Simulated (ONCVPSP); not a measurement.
# sulfur (S): one change to an ONCV potential, before and after

```
Element                 : sulfur
Generator               : ONCVPSP 4.0.1
Type                    : optimised norm-conserving Vanderbilt (ONCV)
Functional              : PBE
Relativity              : scalar-relativistic
Frozen core             : [Ne]
Valence charge          : 6
Reference configuration : 3s2 3p4
Partial waves           : 3s: rc 1.50 bohr, ncon 3, nbas 7, qcut 3.8 1/bohr, 3 projectors, debl 2.7 Ha; 3p: rc 1.65 bohr, ncon 4, nbas 9, qcut 3.9 1/bohr, 1 projector; d scattering state at 0.06 Ha: rc 1.70 bohr, ncon 4, nbas 9, qcut 6.6 1/bohr, 1 projector
Local potential         : polynomial inside 0.95 bohr (lpopt 4, dvloc0 0 Ha)
Core correction         : polynomial model core, fcfact 0.3
```

Change: p: qcut 2.5.

Cutoffs: the cutoffs (Ha) at which the residual kinetic energy of the hardest occupied pseudo-wave falls to 1 and 0.1 mHa per electron; they do not see the model core or the augmentation charge, which bear on the density cutoff. Errors are all-electron minus pseudo energies relative to the spin-unpolarised reference configuration.

How do hardness, ghosts and transferability respond?

The potential gets neither clearly harder nor softer (46 Ha and 80 Ha → 46 Ha and 80 Ha); of the 4 tests that both files solve, the error grows in 2 and shrinks in 0 by more than 15 % and 0.3 meV (median size 15.0 → 17.3 meV); neither file shows a bound ghost.

```csv
quantity,base,changed
"cutoff, loose",46 Ha,46 Ha
"cutoff, tight",80 Ha,80 Ha
loose cutoff by channel,"s 46 Ha, p 5.8 Ha","s 46 Ha, p 6.6 Ha"
bound ghosts,none,none
GHOST(+) flags under 300 eV,none,none
"error for 3s2 3p3, meV [ΔE 11.77 eV]",+3.7,+3.8
"error for 3s2 3p2, meV [ΔE 34.05 eV]",+25,+28
"error for 3s2 3p1, meV [ΔE 68.09 eV]",+78,+91
"error for 3s1 3p5, meV [ΔE 10.31 eV]",-4.7,-6.9
s: phases at 1.52 bohr within 0.05 rad from the reference energy up to (Ha; the scan ends near 5),to the end of the scan,to the end of the scan
p: phases at 1.67 bohr within 0.05 rad from the reference energy up to (Ha; the scan ends near 5),2.1,2.2
d: phases at 1.72 bohr within 0.05 rad from the reference energy up to (Ha; the scan ends near 5),2.9,2.9
"rms error of d²Exc/dni dnj with the model core, mHa",0.47,0.56
```
